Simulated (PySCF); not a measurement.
## Dipole moment and polarisability across levels of theory

Compound: C4H3BBrP.
Cartesian coordinates in Å at the PBE0-D3(BJ)/def2-SVP level; atoms count from 1:
```
atom  x, y, z in Å
C1     3.7425    0.1234   -0.3603
C2     2.5317    0.2133   -0.2643
C3     1.1745    0.3124   -0.1558
C4    -0.0464    0.4057   -0.0572
B5    -1.5461    0.4817    0.0456
P6    -2.5898   -1.0798    0.3245
Br7   -2.3873    2.2035    0.0986
H8     4.8115    0.0471   -0.4447
H9    -1.9282   -1.9639   -0.5718
H10   -3.7121   -0.7644   -0.4886
```

PySCF, dipoles from the SCF density, polarisabilities from static response with core orbitals frozen. Geometry: PBE0-D3(BJ)/def2-SVP, one conformer, isolated molecule. Relativistic effects, spin–orbit coupling among them, are left out although an element past zinc is present.

The anisotropy is √(½[(α1 − α2)² + (α2 − α3)² + (α3 − α1)²]).

```
              level  μ (D)  α (Å³)  anisotropy (Å³)
      LDA/def2-SVPD  1.845   20.26            20.00
      PBE/def2-SVPD  1.853   20.08            19.86
    B3LYP/def2-SVPD  1.930   19.27            18.40
     PBE0/def2-SVPD  1.984   19.04            18.11
BHandHLYP/def2-SVPD  2.061   18.24            16.71
CAM-B3LYP/def2-SVPD  1.971   18.51            16.93
  wB97X-D/def2-SVPD  2.030   18.56            16.85
  LC-wPBE/def2-SVPD  2.012   17.74            15.71
       HF/def2-SVPD  2.281   17.24            14.89
        PBE0/6-31G*  2.333   15.80            19.39
      PBE0/def2-SVP  1.941   16.03            18.75
   PBE0/aug-cc-pVDZ  1.966   19.25            18.27
     PBE0/def2-TZVP  1.916   18.25            18.65
```

The dipole runs from 1.84 D (LDA/def2-SVPD) to 2.33 D (PBE0/6-31G*). No reference polarisability is at hand; against PBE0 in the largest diffuse basis at hand (aug-cc-pVDZ) the other PBE0 rows deviate by 6-31G* -18%, def2-SVP -17%, def2-SVPD -1%, def2-TZVP -5%. In one basis (def2-SVPD) the functionals order the polarisability from HF (lowest) to LDA (highest), a spread of 18%. With PBE0 the polarisability is 16.69 Å³ without diffuse functions (mean of 6-31G*, def2-SVP and def2-TZVP) and 19.14 Å³ with them (mean of def2-SVPD and aug-cc-pVDZ).
